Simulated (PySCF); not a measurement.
Atoms are numbered as in `[F:1][BH-:2]1[NH2+:3][BH2-:4][NH2+:5]1` (H(Xn): hydrogen on atom n). Ha(N3), Ha(B4), Ha(N5) are cis to F1 on the ring; Hb(N3), Hb(B4), Hb(N5) are trans to F1 on the ring.

Geometry: PBE0-D3(BJ)/def2-SVP; GIAO shifts from PySCF 2.14.0 with density-fitted response routines, gas phase, non-relativistic, averaged over equivalent atoms.

At PBE0/pcSseg-1 (120 basis functions, 7.7 s wall time on 1 thread of an x86-64 server CPU, shared host):
| atoms | δ (ppm) |
| --- | --- |
| F1 | -166.2 |
| B2 | -2.6 |
| B4 | -16.5 |
| N3/N5 | 42.5 |
| H(B2) | 3.74 |
| Hb(B4) | 3.15 |
| Ha(B4) | 3.12 |
| Hb(N3)/Hb(N5) | 1.81 |
| Ha(N3)/Ha(N5) | 1.36 |

Scale: CFCl3 for $^{19}$F (177.25 ppm); BF3·OEt2 for $^{11}$B (100.73 ppm); NH3 for $^{15}$N (265.67 ppm); $^{1}$H (31.27 ppm) against TMS (reference shieldings calculated alike).

**Question.** What do these become at PBE0/pcSseg-2?

**Answer.** 
| atoms | δ at PBE0/pcSseg-2 | change |
| --- | --- | --- |
| F1 | -168.9 | -2.7 |
| B2 | -1.6 | +1.0 |
| B4 | -16.1 | +0.4 |
| N3/N5 | 38.0 | -4.5 |
| H(B2) | 3.78 | +0.04 |
| Hb(B4) | 3.04 | -0.11 |
| Ha(B4) | 3.01 | -0.11 |
| Hb(N3)/Hb(N5) | 1.95 | +0.14 |
| Ha(N3)/Ha(N5) | 1.51 | +0.15 |

References, each an isolated molecule treated in the same way: $^{19}$F (175.81 ppm) vs CFCl3; $^{11}$B (99.07 ppm) vs BF3·OEt2; $^{15}$N (261.69 ppm) against NH3; $^{1}$H (31.25 ppm) vs TMS.

The largest change is at N3/N5 (donor nitrogen of a Lewis adduct). Cost: 278 basis functions, 24 s wall time on 1 thread of an x86-64 server CPU, shared host.

Unscaled 19F shifts against computed CFCl3 carry errors that often reach 10 to 50 ppm. Experimental scales use liquid or dissolved standards, which lie at an offset from isolated NH3 (liquid NH3: subtract about 20 ppm).
